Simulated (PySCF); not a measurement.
Cost against size for one kind of job: GIAO PBE0/pcSseg-1 NMR shielding, non-relativistic, gas phase in PySCF; work: shieldings, charges and field gradients. Hardware: an Arm Neoverse V1 with one thread, no GPU, shared host. Times come from a shared host and carry two figures at best.

| species (SMILES) | atoms | electrons | basis functions | SCF cycles | wall time |
| --- | --- | --- | --- | --- | --- |
| C#CCC#[O+] | 8 | 34 | 100 | 15 | 4.9 s |
| C#CC(=C)[O-] | 8 | 36 | 100 | 16 | 5.3 s |
| COB(OC)OC | 16 | 56 | 164 | 12 | ? |
| C[Si@H](Br)C#[C][GeH3] | 13 | 106 | 192 | 12 | ? |
| C=C[B-](C=C)(C=C)C=C | 21 | 66 | 213 | 14 | ? |

Q: Estimate the withheld figures.

A: `COB(OC)OC`: 18 s; `C[Si@H](Br)C#[C][GeH3]`: 31 s; `C=C[B-](C=C)(C=C)C=C`: 40 s.

Q: With all rows, how does the wall time grow with the number of basis functions N?

A: A straight line through log(time) against log(N) has slope 2.7 between N = 100 and 213, and the rows scatter about it by a factor of about 1.1 (standard error of the fit). This is a fit to these rows, whose iteration counts differ, not the method's formal scaling.

Q: Which species took longest, and how many times the shortest run?

A: `C=C[B-](C=C)(C=C)C=C`, at 40 s: about 8.2 times the shortest (4.9 s).
